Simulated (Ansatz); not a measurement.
Born–Oppenheimer molecular dynamics of Cl₄H₂NTa (8 atoms, charge 0, multiplicity 1). It starts from a relaxed structure.

Computed with Ansatz, RKS PBE-D4/def2-SVP.

```yaml
ensemble: NVE (velocity Verlet)
time_step: 0.5 fs
steps_asked: 100
starting_velocities_drawn_for: 100 K
seed: 935431
```

First frame:

```xyz
8
Properties=species:S:1:pos:R:3
Ta -0.015 0.000 0.000
N 1.955 0.000 0.000
H 2.524 -0.037 0.851
H 2.524 0.037 -0.851
Cl 0.187 -0.099 2.337
Cl 0.187 0.099 -2.337
Cl -1.145 2.021 0.085
Cl -1.146 -2.021 -0.085
```

Q: How far do the bonds stretch over the last three quarters of this one trajectory? (Pairs bonded in most of those frames.)

A: 
```tsv
bond	mean (Å)	spread (Å)	shortest	longest
Ta1–N2	1.967	0.001	1.97	1.97
Ta1–Cl5	2.331	0.010	2.32	2.35
Ta1–Cl6	2.387	0.014	2.35	2.40
Ta1–Cl7	2.324	0.004	2.32	2.33
Ta1–Cl8	2.317	0.002	2.31	2.32
N2–H3	1.026	0.016	1.00	1.05
N2–H4	1.026	0.014	1.01	1.04
```

Mean temperature of the second half: 52 K. The conserved energy stayed within 0.066 meV per atom of its start (net change 0.03 meV per atom), so the integration is sound. A run of 0.05 ps of so small a system gives no equilibrium averages.

The run took 6.7 min on 2 threads of Arm Neoverse V1, on a shared host, peak memory 0.2 GiB.
